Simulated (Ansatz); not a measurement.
Basis sets compared for (ClGaNH)4 cubane (Ga₄N₄Cl₄H₄). The state is a singlet with charge 0. Geometry PBE-D4/def2-SVP. Ansatz on 2 threads of AMD EPYC 7R13 on a shared host and a share (18 GiB) of an NVIDIA H100 80GB HBM3; times are rough, and most runs start from earlier orbitals.

```csv
atom,x (Å),y (Å),z (Å)
Ga1,-0.837,-0.785,-1.316
Cl2,-1.870,-1.753,-2.942
N3,-1.670,-0.068,0.347
Ga4,-0.619,1.620,0.200
Cl5,-1.384,3.621,0.448
N6,0.246,0.885,-1.439
Ga7,1.708,0.070,-0.355
Cl8,3.817,0.156,-0.794
N9,0.606,-1.584,-0.196
Ga10,-0.252,-0.905,1.472
Cl11,-0.563,-2.024,3.289
N12,0.818,0.767,1.287
H13,-2.674,-0.109,0.556
H14,0.394,1.417,-2.303
H15,0.970,-2.536,-0.313
H16,1.310,1.228,2.061
```

The 6-31G sets use Cartesian d functions. B3LYP takes the VWN-RPA correlation. Single mean-field runs in def2-TZVP are fitted with def2-universal-jkfit.

Binding counts from free atoms (Ga doublet, Cl doublet, N quartet, H doublet) in the same basis, without a counterpoise term.

```csv
level,functions,energy (Eh),HOMO (eV),LUMO (eV),binding per atom (eV),wall time
HF/STO-3G,132,-9639.8734,-8.37,5.58,–,4.9 s
HF/6-31G,212,-9750.1872,-11.90,0.79,2.21,13 s
PBE-D4/def2-SVP,276,-9758.2744,-6.91,-2.43,3.66,5.5 s
B3LYP-D4/6-31G,212,-9760.9436,-8.30,-2.41,3.47,17 s
PBE0-D4/def2-SVP,276,-9758.6015,-8.29,-1.60,3.59,5.5 s
```

(1) Estimate the rows for PBE-D4/def2-TZVP, B3LYP-D4/def2-TZVP (with forces), PBE0-D4/def2-TZVP.

## Answers

(1) 
```csv
level,functions,energy (Eh),HOMO (eV),LUMO (eV),binding per atom (eV),wall time
PBE-D4/def2-TZVP,488,-9760.1442,-7.06,-2.64,3.61,6 s
B3LYP-D4/def2-TZVP (with forces),488,-9762.5748,-8.11,-2.06,3.47,8 s
PBE0-D4/def2-TZVP,488,-9760.4590,-8.37,-1.78,3.54,7.5 s
```
